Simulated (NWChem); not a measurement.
# Atomisation of H4AlAs

SMILES: [AlH2][AsH2]
```xyz
6

Al    -0.0562     1.6721     0.0000
As     0.0826    -0.7553     0.0000
H     -0.9542    -0.8679    -1.1128
H     -0.9542    -0.8679     1.1128
H     -0.0435     2.4621     1.3812
H     -0.0435     2.4621    -1.3812
```
Charge 0, spin multiplicity 1.

All runs are NWChem calculations. All single points use one geometry, from PBE0/def2-SVP, a minimum by its harmonic frequencies. It is one conformer; others weren't searched.

Basis set: def2-TZVP. The atomisation energy is electronic alone: no zero-point, thermal, spin-orbit or counterpoise terms. No value is extrapolated to the basis-set limit. Free atoms are single determinants with multiplicities Al 2, As 4, H 2. Correlated methods freeze the same cores in atoms and molecule, 14 orbitals in all.

The Hamiltonian is non-relativistic. The structure started from a generated list of species. No SCF solution was tested for a lower state. Open-shell Hartree-Fock references start from PBE0 orbitals.

**Question.** One of these methods gave an atomisation energy of 374.4 kcal/mol. Which?
A. MP2
B. LDA (SVWN5)
C. PBE
D. LC-wPBE (omega 0.3 per bohr)

**Answer.** B, LDA (SVWN5). The others give 326.0 (LC-wPBE (omega 0.3 per bohr)), 328.4 (PBE), 310.5 (MP2).
